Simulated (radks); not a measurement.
Coulomb parameter of the 4d shell of the zirconium ion Zr2+ in the model configuration [Kr] 4d1 5s1, as a second difference U = [E(n + 0.25) + E(n - 0.25) - 2 E(n)] / (0.25)^2 with all orbitals relaxed. "Bare": the charge of the atom changes with n. "Screened": the 5s shell takes up the change at fixed total charge, which measures U(4d,4d) + U(5s,5s) - 2 U(4d,5s). Calculated with a radial shooting solver on a logarithmic mesh with Libxc functionals: scalar-relativistic Kohn-Sham, BLYP, spin-unpolarised, spherical densities, point nucleus.

case,configuration,E - E(n) (eV)
start,[Kr] 4d1 5s1,0.000
bare +0.25,[Kr] 4d1.25 5s1,-4.584
bare -0.25,[Kr] 4d0.75 5s1,5.249
screened +0.25,[Kr] 4d1.25 5s0.75,-0.497
screened -0.25,[Kr] 4d0.75 5s1.25,0.573

U(bare) = 10.628 eV, U(screened by 5s) = 1.213 eV, against the Slater integral F0(4d,4d) = 12.769 eV with frozen orbitals.
